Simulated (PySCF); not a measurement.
A GIAO shielding run with PySCF (density fitting, non-relativistic, gas phase) on SMILES [SiH3][SiH2][C@@H]([SiH3])[SiH2]Cl, CH$_{11}$ClSi$_{4}$:

```
$ OMP_NUM_THREADS=1 python probes_run.py task.json out

{"job": {"kind": "nmr", "xc": "PBE0", "basis": "pcSseg-1"}, "charge": 0, "multiplicity": 1}
Si     2.433210    -0.636520     0.090658
Si     0.599985    -0.484843    -1.302189
C     -0.982761     0.145052    -0.414498
Si    -1.622370    -1.066090     0.907942
Si    -0.834022     1.900348     0.283262
Cl    -0.249314     3.182762    -1.165559
H      2.866203     0.656554     0.630504
H      2.209269    -1.509690     1.248599
H      3.594010    -1.190588    -0.613123
H      0.832024     0.397679    -2.457342
H      0.233645    -1.784321    -1.896580
H     -1.756242     0.179907    -1.189275
H     -0.676194    -1.121693     2.024041
H     -2.923936    -0.614499     1.407856
H     -1.778760    -2.398263     0.320099
H      0.170442     1.962636     1.343827
H     -2.122186     2.393599     0.771867
```

Hardware: 1 thread of an Arm Neoverse N1, shared host. The job also computes population analyses, field gradients.

(1) How large is the calculation?

(2) How long does it take, and how much memory does it need?

Answers

(1) 90 electrons, 192 basis functions and 1118 auxiliary functions.

(2) 50 s of wall time, with 12 SCF cycles and 4 response iterations; peak memory 0.88 GiB. Times on a shared host scatter by some tens of per cent.
